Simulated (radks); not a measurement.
Task: P4+, 11 electrons, occupied as [He] 2s2 2p5 3s1 3d1 (not the ground configuration). Method: non-relativistic Kohn-Sham, LDA (Slater exchange, Perdew-Wang correlation), spin-polarised, spherical densities, point nucleus; open shells are filled with parallel spins first; computed with a radial shooting solver on a logarithmic mesh with Libxc functionals. Some entries of the table are withheld. Estimate them.

orbital,occ.,eigenvalue (eV),<1/r> (bohr^-1),<r> (bohr)
1s up,1,-2166.627,14.52,0.1042
1s down,1,-2164.181,14.53,0.1042
2s up,1,-253.0410,2.889,0.5077
2s down,1,-248.9543,2.881,0.5085
2p up,3,-207.4971,2.812,0.4629
2p down,2,-203.0139,2.804,0.4642
3s up,1,(1),0.9277,1.507
3s down,0,(2),0.9185,1.526
3p up,0,-54.8611,0.8578,1.589
3p down,0,-50.1410,0.8429,1.625
3d up,1,-39.2105,0.7058,1.705
3d down,0,-34.9846,0.6844,1.781
4s up,0,-27.6269,0.4450,3.161
4s down,0,-26.1300,0.4238,3.298

Result: 
(1) 3s up eigenvalue (eV): -65.9253
(2) 3s down eigenvalue (eV): -61.0433
